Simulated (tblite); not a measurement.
Species: C7H6FS (doublet state).
Atom-mapped SMILES: `[F:1][CH2:2][c:3]1[cH:4][cH:5][cH:6][cH:7][c:8]1[S:9]` (hydrogens: H10, H11 on C2; H12 on C4; H13 on C5; H14 on C6; H15 on C7)

Cartesian coordinates in Å at the GFN2-xTB level; atoms count from 1:
```
atom  x, y, z in Å
F1     2.6789   -1.3454    0.1275
C2     2.1806   -0.0713    0.0961
C3     0.6822   -0.0566    0.0297
C4    -0.0560   -1.2249    0.0074
C5    -1.4415   -1.1863   -0.0547
C6    -2.1045    0.0332   -0.0957
C7    -1.3868    1.2089   -0.0744
C8     0.0123    1.1824   -0.0111
S9     0.8895    2.6614    0.0163
H10    2.6149    0.4223   -0.7823
H11    2.5364    0.4356    1.0017
H12    0.4606   -2.1720    0.0390
H13   -2.0020   -2.1082   -0.0714
H14   -3.1824    0.0638   -0.1441
H15   -1.8864    2.1652   -0.1057
```

All values are computed: GFN2-xTB (tblite) harmonic vibrations without scaling, gas phase. This tight-binding method is rough: wavenumbers can miss measured ones by several per cent, in bad cases by 10 to 20. One conformer, not necessarily the lowest. Open shells enter through the occupations alone, without spin polarisation, and single modes of such species can be off by tens of per cent.

**Question.** How many normal modes are there?

**Answer.** 15 atoms, non-linear: 3N − 6 = 39.

**Question.** What is the point group of the computed structure, and how do the modes divide by symmetry?

**Answer.** Cs. The vibrations span 26 a′ + 13 a″.

**Question.** How many distinct wavenumbers does the calculation give?

**Answer.** 39: Cs has no degenerate species.

**Question.** How many fundamentals are allowed in the infrared by symmetry?

**Answer.** 39 of 39: in Cs every mode is allowed. All fundamentals are allowed in the Raman spectrum.

**Question.** How far is the lowest real mode excited at 500 K, as a harmonic oscillator?

**Answer.** θ = hcν̃/k = 83 K for 58.0 cm⁻¹, so N1/N0 = 0.85 and ⟨v⟩ = 1/(exp(θ/T) − 1) = 5.5.

Hardware: one thread, Arm Neoverse V1 (aarch64), shared host with 32 logical CPUs at a one-minute load of 9.4. Cost: 0.6 s. The figure is for the frequency step alone.
